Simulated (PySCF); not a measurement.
Geometry:
```json
{"atom": "Si1", "x (Å)": "0.401", "y (Å)": "0.301", "z (Å)": "0.352"}
{"atom": "H2", "x (Å)": "0.433", "y (Å)": "0.379", "z (Å)": "1.851"}
{"atom": "C3", "x (Å)": "2.136", "y (Å)": "0.346", "z (Å)": "-0.360"}
{"atom": "H4", "x (Å)": "2.658", "y (Å)": "1.270", "z (Å)": "-0.065"}
{"atom": "H5", "x (Å)": "2.109", "y (Å)": "0.320", "z (Å)": "-1.462"}
{"atom": "H6", "x (Å)": "2.730", "y (Å)": "-0.511", "z (Å)": "-0.011"}
{"atom": "C7", "x (Å)": "-0.581", "y (Å)": "1.787", "z (Å)": "-0.260"}
{"atom": "H8", "x (Å)": "-0.128", "y (Å)": "2.731", "z (Å)": "0.087"}
{"atom": "H9", "x (Å)": "-1.617", "y (Å)": "1.760", "z (Å)": "0.112"}
{"atom": "H10", "x (Å)": "-0.619", "y (Å)": "1.812", "z (Å)": "-1.361"}
{"atom": "N11", "x (Å)": "-0.290", "y (Å)": "-1.237", "z (Å)": "-0.065"}
{"atom": "C12", "x (Å)": "-1.554", "y (Å)": "-1.725", "z (Å)": "0.424"}
{"atom": "H13", "x (Å)": "0.014", "y (Å)": "-1.670", "z (Å)": "-0.930"}
{"atom": "H14", "x (Å)": "-1.562", "y (Å)": "-2.826", "z (Å)": "0.504"}
{"atom": "H15", "x (Å)": "-1.735", "y (Å)": "-1.338", "z (Å)": "1.440"}
{"atom": "H16", "x (Å)": "-2.429", "y (Å)": "-1.433", "z (Å)": "-0.191"}
```

Geometry: PBE0-D3(BJ)/def2-SVP; GIAO absolute shieldings from PySCF 2.14, gas phase, non-relativistic, averaged over equivalent atoms.

At PBE0/pcSseg-1 (147 basis functions, 19 s wall time on 1 thread of an Arm Neoverse V1, shared host):
| atoms | σ (ppm) |
| --- | --- |
| Si1 | 359.9 |
| H2 | 26.60 |
| H14/H15/H16 | 28.63 |
| H4/H5/H6/H8/H9/H10 | 31.22 |
| H13 | 31.88 |
| C12 | 153.0 |
| C3/C7 | 185.4 |
| N11 | 245.6 |

Q: Predict the values at B3LYP/pcSseg-1 on the same geometry.

A: 
```json
{"atoms": "Si1", "σ at B3LYP/pcSseg-1": "348.4", "change": "-11.5"}
{"atoms": "H2", "σ at B3LYP/pcSseg-1": "26.81", "change": "+0.21"}
{"atoms": "H14/H15/H16", "σ at B3LYP/pcSseg-1": "28.70", "change": "+0.07"}
{"atoms": "H4/H5/H6/H8/H9/H10", "σ at B3LYP/pcSseg-1": "31.34", "change": "+0.12"}
{"atoms": "H13", "σ at B3LYP/pcSseg-1": "31.99", "change": "+0.11"}
{"atoms": "C12", "σ at B3LYP/pcSseg-1": "147.2", "change": "-5.8"}
{"atoms": "C3/C7", "σ at B3LYP/pcSseg-1": "180.2", "change": "-5.2"}
{"atoms": "N11", "σ at B3LYP/pcSseg-1": "239.1", "change": "-6.5"}
```

The largest change is at Si1 (silicon bonded to 2 C, N, H). Cost: 147 basis functions, 12 s wall time on 1 thread of an Arm Neoverse V1, shared host.
